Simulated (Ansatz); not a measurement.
Isolated molecules relaxed with PBE0-D4/def2-TZVP in Ansatz; ΔE leaves out vibrations. CBS: MP2 limit from def2 TZ/QZ plus the TZ coupled-cluster correction, frozen cores. DFT in def2-TZVPP. B3LYP here is the variant with VWN-RPA as its local correlation; programs differ in this. For Se outer-core shells are correlated without core-valence functions, which leaves a few kJ/mol of doubt a bond. Scalar relativity is left out up to krypton. Each species was taken in one conformer, which may not be the lowest.

`NC(F)[SeH]` + `OC1CC1` → `OC1([SeH])CC1` + `NCF`  (formal exchange of groups at the Se–C bond)

| level | ΔE (kJ/mol) |
| --- | --- |
| r2SCAN-D4 | -22.1 |
| PBE0-D4 | -23.6 |
| PBE | -20.4 |
| PBE0 | -21.5 |
| B3LYP | -20.4 |
| MP2/def2-TZVPP | -32.3 |
| CCSD/def2-TZVPP | -27.0 |
| MP2/def2-QZVPP | -31.9 |

Problem. What does CCSD(T)/CBS give? (Best estimate.)

Solution. Computed: -27.3 kJ/mol. The listed levels differ from it by 5.2, 3.7, 6.9, 5.8, 6.9, -5.0, 0.3, -4.6 kJ/mol.

Largest T1 diagnostic among the species: 0.011.

In def2-TZVPP, CCSD(T) changes the Hartree–Fock value by −5.3 kJ/mol (the triples alone add −0.9 kJ/mol) and MP2 by −9.7 kJ/mol. The D4 term adds −3.7 kJ/mol with B3LYP and −2.1 kJ/mol with PBE0; it sums over pairs of atoms, weighted by their polarisabilities, and B3LYP, whose exchange is more repulsive, gets the larger term.
